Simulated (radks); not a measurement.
The numbers below are computed, except where a source is named.
Question: The praseodymium ion Pr50+, configuration [He] 2s2 2p5 (the NIST ground configuration). Level of theory: scalar-relativistic Kohn-Sham, PBE, spin-polarised, spherical densities, finite nucleus; open shells are filled with parallel spins first (spin-orbit coupling, left out, can overturn this in heavy ions); Fermi nuclear charge, rms radius 4.8919 fm (a radial shooting solver on a logarithmic mesh with Libxc functionals). Some entries of the table are withheld. Estimate them.

orbital  occ.  eigenvalue (eV)  <r^2> (bohr^2)  <r> (bohr)
1s up       1              (1)       0.0007873         (2)
1s down     1              (3)       0.0007869         (4)
2s up       1        -10338.33         0.01189      0.1005
2s down     1        -10320.38         0.01190      0.1006
2p up       3        -9692.484        0.009358     0.08783
2p down     2        -9670.959        0.009377     0.08791

Answer: 
(1) 1s up eigenvalue (eV): -45765.98
(2) 1s up <r> (bohr): 0.02406
(3) 1s down eigenvalue (eV): -45754.57
(4) 1s down <r> (bohr): 0.02406
